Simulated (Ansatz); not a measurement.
Steps of a relaxation of F$_{4}$HNbO, SMILES `[OH][Nb]([F])([F])([F])[F]` with RKS PBE0-D4/def2-TZVP.

```sh
$ ansatz run in.yaml --threads 4 --pin off --events-out ev --progress --plain --max-ram 10444MiB
```

```yaml
crystal:
  periodic: [false, false, false]
  atoms:
    - {symbol: O, position_ang: [0.081114, -1.361362, 0.636080]}
    - {symbol: Nb, position_ang: [-0.013687, 0.328427, -0.175990]}
    - {symbol: F, position_ang: [1.749903, 0.207968, -0.762107]}
    - {symbol: F, position_ang: [-1.394804, -0.207853, -1.303091]}
    - {symbol: F, position_ang: [-0.089537, 2.040772, -0.971802]}
    - {symbol: F, position_ang: [-0.414629, 1.144302, 1.449775]}
    - {symbol: H, position_ang: [0.142841, -2.220454, 1.081336]}
basis:
  gaussian: {orbitals: def2-TZVP}
hamiltonian: {xc: pbe0, dispersion: d4}
relax: {f_tol: 0.005, max_steps: 150}
```

Positions (Å) and forces (eV/Å) along the path, 4 of 4 steps:

```xyz
7
step=1 energy=-14482.7063 eV
O     0.081   -1.361    0.636   -0.002    0.015    0.010
Nb   -0.014    0.328   -0.176    0.011   -0.103    0.052
F     1.750    0.208   -0.762   -0.627    0.047    0.210
F    -1.395   -0.208   -1.303    0.502    0.201    0.407
F    -0.090    2.041   -0.972    0.016   -0.559    0.253
F    -0.415    1.144    1.450    0.146   -0.285   -0.580
H     0.143   -2.220    1.081   -0.046    0.685   -0.353
7
step=2 energy=-14482.7444 eV
O     0.079   -1.346    0.628    0.011   -0.244    0.124
Nb   -0.013    0.323   -0.173    0.000    0.048   -0.024
F     1.733    0.205   -0.753   -0.005    0.003    0.005
F    -1.380   -0.206   -1.289    0.006    0.002    0.004
F    -0.091    2.018   -0.963   -0.006    0.045   -0.024
F    -0.409    1.133    1.436    0.006   -0.002   -0.005
H     0.141   -2.195    1.068   -0.010    0.148   -0.080
7
step=3 energy=-14482.7449 eV
O     0.079   -1.349    0.629   -0.001   -0.026    0.014
Nb   -0.013    0.324   -0.173    0.003    0.017   -0.006
F     1.734    0.206   -0.752   -0.006    0.001    0.005
F    -1.379   -0.207   -1.289    0.004    0.001    0.003
F    -0.092    2.019   -0.964   -0.003    0.002   -0.004
F    -0.407    1.133    1.436    0.005   -0.003   -0.006
H     0.140   -2.195    1.067   -0.001    0.007   -0.007
7
step=4 energy=-14482.7450 eV
O     0.079   -1.349    0.629   -0.001    0.005    0.001
Nb   -0.012    0.324   -0.173    0.003    0.002    0.001
F     1.734    0.207   -0.751   -0.001    0.001    0.002
F    -1.379   -0.207   -1.288   -0.001    0.000   -0.001
F    -0.093    2.019   -0.965   -0.002   -0.002   -0.001
F    -0.406    1.134    1.436    0.003    0.000   -0.001
H     0.139   -2.196    1.066    0.000   -0.005   -0.001
```

Hardware: 4 threads of an Arm Neoverse V2 on a shared host. Wall time 12 s, peak host memory 0.49 GiB.
